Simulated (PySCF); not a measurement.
C2H2F (SMILES [CH]=CF), doublet, geometry from GFN2-xTB; TPSS/3-21G (PySCF).

PySCF was given this input:
```python
from pyscf import gto, scf, dft

mol = gto.M(
    atom='''
C     0.038313    0.377487   -0.001989
C     1.239353   -0.086885   -0.037293
F    -1.073317   -0.381698    0.033302
H    -0.247823    1.437296    0.004333
H     2.241676    0.254371   -0.068359
''',
    basis='3-21g',
    charge=0,
    spin=1,
    verbose=4,
)

mf = dft.UKS(mol)
mf.xc = 'tpss'
mf.grids.atom_grid = (50, 194)
mf.kernel()
```

Write the output that PySCF gives for this input, abridged.


```
PySCF version 2.14.0

[INPUT] verbose = 4
[INPUT] num. atoms = 5
[INPUT] num. electrons = 23
[INPUT] charge = 0
[INPUT] spin (= nelec alpha-beta = 2S) = 1
[INPUT] symmetry False subgroup None
[INPUT] Mole.unit = angstrom
[INPUT] Symbol           X                Y                Z      unit          X                Y                Z       unit  Magmom
[INPUT]  1 C      0.038313000000   0.377487000000  -0.001989000000 AA    0.072401077010   0.713347045584  -0.003758665262 Bohr   0.0
[INPUT]  2 C      1.239353000000  -0.086885000000  -0.037293000000 AA    2.342037741658  -0.164188854333  -0.070473556363 Bohr   0.0
[INPUT]  3 F     -1.073317000000  -0.381698000000   0.033302000000 AA   -2.028275174840  -0.721304682294   0.062931659400 Bohr   0.0
[INPUT]  4 H     -0.247823000000   1.437296000000   0.004333000000 AA   -0.468317597368   2.716095799933   0.008188183298 Bohr   0.0
[INPUT]  5 H      2.241676000000   0.254371000000  -0.068359000000 AA    4.236153700011   0.480691524032  -0.129179788149 Bohr   0.0

nuclear repulsion = 61.0652134318269
number of shells = 19
number of NR pGTOs = 51
number of NR cGTOs = 31
basis = 3-21g
ecp = {}

******** <class 'pyscf.dft.uks.UKS'> ********
method = UKS
initial guess = minao
damping factor = 0
level_shift factor = 0
DIIS = <class 'pyscf.scf.diis.CDIIS'>
diis_start_cycle = 1
diis_space = 8
diis_damp = 0
SCF conv_tol = 1e-09
SCF conv_tol_grad = None
SCF max_cycles = 50
direct_scf = True
direct_scf_tol = 1e-13
number electrons alpha = 12  beta = 11
XC library pyscf.dft.libxc version 7.1.2
    S. Lehtola, C. Steigemann, M. J. T. Oliveira, and M. A. L. Marques,  SoftwareX 7, 1–5 (2018)
XC functionals = tpss
    J. Tao, J. P. Perdew, V. N. Staroverov, and G. E. Scuseria,  Phys. Rev. Lett. 91, 146401 (2003)
    J. P. Perdew, J. Tao, V. N. Staroverov, and G. E. Scuseria,  J. Chem. Phys. 120, 6898 (2004)
    J. Tao, J. P. Perdew, V. N. Staroverov, and G. E. Scuseria,  Phys. Rev. Lett. 91, 146401 (2003)
    J. P. Perdew, J. Tao, V. N. Staroverov, and G. E. Scuseria,  J. Chem. Phys. 120, 6898 (2004)
radial grids:
    Treutler-Ahlrichs [JCP 102, 346 (1995); DOI:10.1063/1.469408] (M4) radial grids

becke partition: Becke, JCP 88, 2547 (1988); DOI:10.1063/1.454033
pruning grids: <function nwchem_prune>
grids dens level: 3
symmetrized grids: False
atomic radii adjust function: <function treutler_atomic_radii_adjust>
User specified grid scheme (50, 194)
small_rho_cutoff = 0
Set gradient conv threshold to 3.16228e-05
tot grids = 32976
init E= -176.380714799421

cycle= 1 E= -176.149503904687  delta_E= 0.231  |g|= 0.285  |ddm|= 1.61
cycle= 2 E= -176.097275013479  delta_E= 0.0522  |g|= 0.503  |ddm|= 0.801
cycle= 3 E= -176.180200964542  delta_E= -0.0829  |g|= 0.0463  |ddm|= 0.497
cycle= 4 E= -176.181001004909  delta_E= -0.0008  |g|= 0.0273  |ddm|= 0.0777
cycle= 5 E= -176.18134374336  delta_E= -0.000343  |g|= 0.0144  |ddm|= 0.0398
cycle= 6 E= -176.181483113181  delta_E= -0.000139  |g|= 0.00217  |ddm|= 0.0172
cycle= 7 E= -176.181500644965  delta_E= -1.75e-05  |g|= 0.00053  |ddm|= 0.0104
cycle= 8 E= -176.181501638534  delta_E= -9.94e-07  |g|= 9.47e-05  |ddm|= 0.00279
cycle= 9 E= -176.181501655959  delta_E= -1.74e-08  |g|= 2.53e-05  |ddm|= 0.000353
cycle= 10 E= -176.181501656721  delta_E= -7.62e-10  |g|= 6.07e-06  |ddm|= 6.96e-05
Extra cycle  E= -176.181501656703  delta_E= 1.81e-11  |g|= 9.85e-06  |ddm|= 1.92e-05
converged SCF energy = -176.181501656703  <S^2> = 0.76170408  2S+1 = 2.01167
```
